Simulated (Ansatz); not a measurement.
Geometry optimisation, RKS PBE/def2-SVP (Ansatz).

Input:

```yaml
crystal:
  periodic: [false, false, false]
  atoms:
    - { symbol: Ti, position_ang: [0.097588, 0.015595, -0.00651] }
    - { symbol: Cl, position_ang: [0.339318, 0.005519, 2.325745] }
    - { symbol: "N", position_ang: [1.787966, -0.030338, -0.814879] }
    - { symbol: H, position_ang: [2.522509, -0.671918, -0.488395] }
    - { symbol: H, position_ang: [2.180794, 0.644583, -1.479711] }
    - { symbol: "N", position_ang: [-0.725436, 1.578399, -0.641767] }
    - { symbol: H, position_ang: [-1.548313, 1.665228, -1.247293] }
    - { symbol: H, position_ang: [-0.490157, 2.496033, -0.239352] }
    - { symbol: "N", position_ang: [-0.804601, -1.482304, -0.689407] }
    - { symbol: H, position_ang: [-1.671078, -1.844501, -0.274153] }
    - { symbol: H, position_ang: [-0.449383, -2.130987, -1.398991] }
    - { symbol: H, position_ang: [-2.594637, -0.079261, 1.077422] }
    - { symbol: H, position_ang: [-2.131771, -0.166047, 1.62639] }
basis:
  gaussian: { orbitals: def2-SVP }
hamiltonian:
  xc: pbe
relax:
  f_tol: 0.03
  max_steps: 50
```

Command:

```bash
$ ansatz run input.yaml --threads 4 --pin off --max-ram 5120MiB --backend cpu --events-out ev --progress --plain --runs-dir out
```

Task: Where does it end, and by what steps?

Result: The forces met the threshold. The force dipped under the threshold on the way, but the program's further checks kept it going. After 20 steps the energy has fallen by 0.168 eV; H12 moved furthest, 1.72 Å.

```csv
step,energy less start (eV),largest force component (eV/Å),accepted
0,0.0000,1.395,yes
1,-0.1047,0.200,yes
2,-0.1271,0.095,yes
3,-0.1401,0.105,yes
4,-0.1460,0.265,yes
5,-0.1488,0.349,yes
6,-0.1541,0.137,yes
7,-0.1542,0.141,yes
8,-0.1574,0.049,yes
9,-0.1586,0.038,yes
10,-0.1599,0.132,yes
11,-0.1609,0.134,yes
12,-0.1622,0.111,yes
13,-0.1645,0.119,yes
14,-0.1655,0.182,yes
15,-0.1663,0.105,yes
16,-0.1674,0.035,yes
17,-0.1677,0.026,yes
18,-0.1680,0.009,yes
19,-0.1681,0.019,yes
20,-0.1681,0.025,yes
```

```xyz
13
Properties=species:S:1:pos:R:3
Ti 0.165 0.265 -0.151
Cl 0.043 0.527 2.092
N 1.907 -0.128 -0.729
H 2.503 -0.812 -0.246
H 2.452 0.369 -1.441
N -0.373 1.806 -1.079
H -1.101 1.877 -1.796
H -0.060 2.746 -0.802
N -0.934 -1.135 -0.741
H -1.880 -1.263 -0.357
H -0.669 -1.953 -1.298
H -3.108 -1.335 2.128
H -2.433 -0.964 2.169
```

Whether the end is a true minimum wasn't checked by a vibrational analysis.

Time of the run: 26 s on 4 threads of Intel(R) Xeon(R) Platinum 8488C (Sapphire Rapids), with other jobs on the host, peak memory 0.23 GiB.
